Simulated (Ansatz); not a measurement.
Two isomers of CH6O2SSi: A = `O[SiH2]OCS`, B = `OC(S)O[SiH3]`.

Isolated molecules relaxed with PBE0-D4/def2-TZVP in Ansatz; ΔE leaves out vibrations. CBS: MP2 limit from def2 TZ/QZ plus the TZ coupled-cluster correction, frozen cores. DFT in def2-TZVPP. B3LYP here is the variant with VWN-RPA as its local correlation; programs differ in this. Each species was taken in one conformer, which may not be the lowest.

Q: Which isomer does CCSD(T)/CBS put lower? Give the gap. (Estimate.)

A: The calculation gave: A, by 41.3 kcal/mol.

Q: Give E(B) − E(A) in kcal/mol with HF/def2-TZVPP, CCSD/def2-TZVPP, r2SCAN-D4, B3LYP-D4, PBE0-D4, PBE-D4, B3LYP. (Best estimate.)

A: Computed: HF/def2-TZVPP 41.5, CCSD/def2-TZVPP 40.8, r2SCAN-D4 40.2, B3LYP-D4 40.5, PBE0-D4 39.1, PBE-D4 38.2, B3LYP 40.5. None reverses the order clearly.

Largest T1 diagnostic: 0.012.

From PBE to PBE0 (25 % exact exchange), in def2-TZVPP and without D4, E(B) − E(A) moves by +1.0 kcal/mol.
